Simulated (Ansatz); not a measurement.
Reaction (isomerisation): `B[CH2][Ga]([CH3])[F]` → `[BH2][GaH][CH2]CF`

Program: Ansatz. Geometries: PBE0-D4/def2-TZVP. ΔE: electronic, gas phase. CCSD(T)/CBS is the MP2 limit (def2-TZVPP, def2-QZVPP) plus CCSD(T) − MP2 in def2-TZVPP, frozen cores. DFT in def2-TZVPP. For Ga outer-core shells are correlated without core-valence functions, which leaves a few kJ/mol of doubt a bond. Scalar relativity is left out up to krypton. One conformer a species, not always the lowest.

`B[CH2][Ga]([CH3])[F]`:

Z-matrix (Å, degrees):
```
C
Ga 1 1.994
B 1 1.515 2 101.1
H 1 1.091 2 102.6 3 122.3
H 1 1.094 2 102.0 3 -120.6
F 2 1.765 1 111.3 3 -103.9
C 2 1.948 1 133.1 3 79.9
H 3 1.199 1 120.8 2 89.3
H 3 1.201 1 120.5 2 -85.3
H 7 1.091 2 109.9 1 129.8
H 7 1.090 2 111.8 1 7.9
H 7 1.093 2 108.9 1 -112.3
```

`[BH2][GaH][CH2]CF`:

```xyz
12

B    -1.175    2.214    0.544
Ga    0.434    0.966    0.181
C     0.293   -0.667   -0.994
C     0.361   -1.734    0.057
F     0.059   -1.123    1.322
H    -1.442    3.140   -0.170
H    -1.905    2.054    1.482
H     1.896    1.263    0.696
H    -0.641   -0.692   -1.554
H     1.129   -0.730   -1.693
H    -0.370   -2.538   -0.045
H     1.360   -2.155    0.175
```

```tsv
species	PBE0 energy (Eh)
`B[CH2][Ga]([CH3])[F]`	-2129.61113
`[BH2][GaH][CH2]CF`	-2129.50827
```

Work out ΔE.

ΔE = (-2129.50827) − (-2129.61113) = 0.10286 Eh = +270.1 kJ/mol. CCSD(T)/CBS gives +277.4 kJ/mol.

Largest T1 diagnostic among the species: 0.013.

In def2-TZVPP, CCSD(T) changes the Hartree–Fock value by +6.5 kJ/mol (the triples alone add +1.6 kJ/mol) and MP2 by +25.5 kJ/mol.
